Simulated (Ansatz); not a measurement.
Single points on Be6.

```yaml
crystal:
  periodic: [false, false, false]
  atoms:
    - {symbol: Be, position_ang: [1.267064, 0.050112, -1.257673]}
    - {symbol: Be, position_ang: [1.083188, -1.052817, 0.257700]}
    - {symbol: Be, position_ang: [-0.900067, -0.291071, 1.206188]}
    - {symbol: Be, position_ang: [-0.636461, -0.695005, -0.773937]}
    - {symbol: Be, position_ang: [-1.420972, 1.080763, 0.025620]}
    - {symbol: Be, position_ang: [0.607248, 0.908018, 0.542091]}
basis:
  gaussian: {orbitals: def2-TZVP, initial_orbitals: start.molden}
magnetization: {spin_polarized: true, initial_magnetization: 2}
hamiltonian: {xc: pbe}
scf: {omitted_lower_state_checks: [starts]}
output: {orbitals: {seedname: orbitals}}
```

The file start.molden holds the orbitals of an earlier run on this structure, at another level or in another basis.

```sh
$ ansatz run in.yaml --threads 4 --pin off --events-out ev --progress --plain --max-ram 3916MiB
```

Output, abridged:

```
Functional definition: PBE
846 factors; their error is unknown
mean field evaluation 1: about -2396.8405 eV, gradient 3.6e0 eV
mean field evaluation 2: about -2396.8941 eV, gradient 9.0e-2 eV
mean field evaluation 4: about -2396.8766 eV, gradient 3.5e-3 eV
mean field evaluation 8: about -2396.8766 eV, gradient 2.5e-5 eV
mean field -2396.87660773 eV, -88.0835906726 hartree, gradient 2.5e-6 eV, S^2 2.009596; 0 other end points of the search recorded, 0 dependent functions left out
reference -2396.87664865 eV, -88.0835921766 hartree; 13, 11 occupied and 101, 103 virtual orbitals, 846 factors
Total energy: -2396.87664865 eV, -88.0835921766 hartree
Checks for a lower state left out: starts
```

Hardware: 4 threads of Arm Neoverse V2 on a shared host. Wall time 3 s.

As the first input, with `gaussian: {orbitals: def2-TZVP}`, `hamiltonian: {xc: pbe0}` (abridged; 4 s):

```
Functional definition: PBE0
mean field evaluation 16: about -2397.4378 eV, gradient 1.5e-3 eV
mean field evaluation 32: about -2397.4378 eV, gradient 2.0e-5 eV
mean field -2397.43777682 eV, -88.1042132565 hartree, gradient 8.3e-6 eV, S^2 2.021669
Total energy: -2397.43780798 eV, -88.1042144016 hartree
Checks for a lower state left out: starts
```

The first input with `hamiltonian: {xc: r2scan}` (abridged; 8 s):

```
Functional definition: r2SCAN
mean field evaluation 16: about -2400.1872 eV, gradient 1.4e-5 eV
mean field -2400.18715449 eV, -88.2052510222 hartree, gradient 1.5e-5 eV, S^2 2.241489
Total energy: -2400.18717809 eV, -88.2052518896 hartree
Checks for a lower state left out: starts
```

Geometry: r2SCAN/def2-TZVP, that of the neutral singlet.

At r2SCAN/def2-TZVP the charge 0 triplet is spin-contaminated (final ⟨S²⟩ up to 2.24, 2.00 for a pure state). At PBE0/def2-TZVP a singlet of charge 0 lies 0.24 eV below the triplet at the same geometry. The structure comes from a short search, and lower isomers may exist.
